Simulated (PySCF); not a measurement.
# Excitation energy of Os²⁺ by level of theory

Os²⁺ [Xe] 4f14 5d6 (5D) → Os²⁺ [Xe] 4f14 5d5 6s1 (7S), as a difference of total energies. Computed with PySCF 2.14 in aug-cc-pVQZ-PP with ECP60MDF, with scalar relativity through the core potential. Correlated levels: valence: 5s2 5p6 frozen. The calculations carry no spin-orbit coupling.

| method | excitation energy (eV) |
| --- | --- |
| UHF | -0.670 |
| LDA | -0.226 |
| PBE | -0.135 |
| PBE0 | -0.072 |
| r2SCAN | -0.610 |
| M06-L | 0.555 |
| MN15 | 0.079 |
| BHandHLYP | 0.345 |
| MP2 (valence) | 0.032 |
| SCS-MP2 (valence) | 0.747 |

Task: How much does correlation contribute at MP2 (valence)?

Result: 0.032 − (-0.670) = 0.702 eV, measured against UHF.
